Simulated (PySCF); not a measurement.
**Energy of Kr (krypton, neutral) between two integer charges**

The 4p beta orbital of [Kr] is emptied in steps (occupation f), with all orbitals relaxed, ending at [Ar] 3d10 4s2 4p5. All numbers are calculated (PySCF 2.14, the non-relativistic Hamiltonian (point nucleus), in def2-TZVP). The exact energy is a straight line in f; departures are measured from the line between the end points of the same method.

```json
{"f": "1", "UHF (eV)": "0.000", "LDA (eV)": "0.000", "PBE (eV)": "0.000", "PBE0 (eV)": "0.000", "r2SCAN (eV)": "0.000", "LC-wPBE (eV)": "0.000", "BHandHLYP (eV)": "0.000", "wB97X (eV)": "0.000", "M06-2X (eV)": "0.000", "HSE06 (eV)": "0.000"}
{"f": "0.75", "UHF (eV)": "0.211", "LDA (eV)": "-0.934", "PBE (eV)": "-0.903", "PBE0 (eV)": "-0.629", "r2SCAN (eV)": "-0.840", "LC-wPBE (eV)": "-0.094", "BHandHLYP (eV)": "-0.370", "wB97X (eV)": "-0.162", "M06-2X (eV)": "-0.358", "HSE06 (eV)": "-0.709"}
{"f": "0.5", "UHF (eV)": "0.272", "LDA (eV)": "-1.251", "PBE (eV)": "-1.206", "PBE0 (eV)": "-0.838", "r2SCAN (eV)": "-1.105", "LC-wPBE (eV)": "-0.123", "BHandHLYP (eV)": "-0.497", "wB97X (eV)": "-0.224", "M06-2X (eV)": "-0.445", "HSE06 (eV)": "-0.946"}
{"f": "0.25", "UHF (eV)": "0.198", "LDA (eV)": "-0.942", "PBE (eV)": "-0.904", "PBE0 (eV)": "-0.627", "r2SCAN (eV)": "-0.817", "LC-wPBE (eV)": "-0.090", "BHandHLYP (eV)": "-0.377", "wB97X (eV)": "-0.179", "M06-2X (eV)": "-0.308", "HSE06 (eV)": "-0.710"}
{"f": "0", "UHF (eV)": "0.000", "LDA (eV)": "0.000", "PBE (eV)": "0.000", "PBE0 (eV)": "0.000", "r2SCAN (eV)": "0.000", "LC-wPBE (eV)": "0.000", "BHandHLYP (eV)": "0.000", "wB97X (eV)": "0.000", "M06-2X (eV)": "0.000", "HSE06 (eV)": "0.000"}
```

| method | E(f=0) − E(f=1) (eV) | −ε at f=1 (eV) | −ε at f=0.5 (eV) |
| --- | --- | --- | --- |
| UHF | 13.088 | 14.250 | 13.054 |
| LDA | 14.356 | 9.403 | 14.335 |
| PBE | 14.056 | 9.249 | 14.056 |
| PBE0 | 14.108 | 10.754 | 14.114 |
| r2SCAN | 14.182 | 9.668 | 14.248 |
| LC-wPBE | 14.133 | 13.630 | 14.142 |
| BHandHLYP | 14.042 | 12.085 | 14.024 |
| wB97X | 14.059 | 13.217 | 14.017 |
| M06-2X | 14.067 | 12.113 | 14.230 |
| HSE06 | 14.106 | 10.333 | 14.102 |

Orbital energy along the path (eV):

```json
{"f": "1", "UHF": "-14.250", "LDA": "-9.403", "PBE": "-9.249", "PBE0": "-10.754", "r2SCAN": "-9.668", "LC-wPBE": "-13.630", "BHandHLYP": "-12.085", "wB97X": "-13.217", "M06-2X": "-12.113", "HSE06": "-10.333"}
{"f": "0.75", "UHF": "-13.623", "LDA": "-11.846", "PBE": "-11.641", "PBE0": "-12.431", "r2SCAN": "-11.978", "LC-wPBE": "-13.887", "BHandHLYP": "-13.043", "wB97X": "-13.606", "M06-2X": "-13.174", "HSE06": "-12.212"}
{"f": "0.5", "UHF": "-13.054", "LDA": "-14.335", "PBE": "-14.056", "PBE0": "-14.114", "r2SCAN": "-14.248", "LC-wPBE": "-14.142", "BHandHLYP": "-14.024", "wB97X": "-14.017", "M06-2X": "-14.230", "HSE06": "-14.102"}
{"f": "0.25", "UHF": "-12.536", "LDA": "-16.856", "PBE": "-16.471", "PBE0": "-15.788", "r2SCAN": "-16.401", "LC-wPBE": "-14.383", "BHandHLYP": "-15.030", "wB97X": "-14.482", "M06-2X": "-14.930", "HSE06": "-15.997"}
{"f": "0", "UHF": "-12.061", "LDA": "-19.392", "PBE": "-18.867", "PBE0": "-17.438", "r2SCAN": "-18.497", "LC-wPBE": "-14.595", "BHandHLYP": "-16.077", "wB97X": "-15.105", "M06-2X": "-15.796", "HSE06": "-17.888"}
```

Reference removal energy between the ground levels: 14.000 eV (measured; NIST Atomic Spectra Database, ionization energies). The calculation has no spin-orbit coupling. UHF lacks correlation.
